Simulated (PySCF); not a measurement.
Vertical excitations of a molecule C₂H₈BN from PySCF with TDDFT-PBE/def2-SVPD, as energy in eV (oscillator strength): 6.49 (0.015), 6.80 (0.037), 7.27 (0.000), 7.70 (0.021), 7.77 (0.000), 7.78 (0.024), 7.95 (0.286), 8.01 (0.010), 8.20 (0.038), 8.46 (0.015). Lowest triplet (TDA): 6.15 eV. The structure is a stationary point at TPSSh-D3(BJ)/def2-SVP. The values are those of a single conformer.

**Question.** Pick the molecule that these values belong to.
A. CCBN
B. CBNC
C. CB(C)N
D. BN(C)C

**Answer.** C, CB(C)N
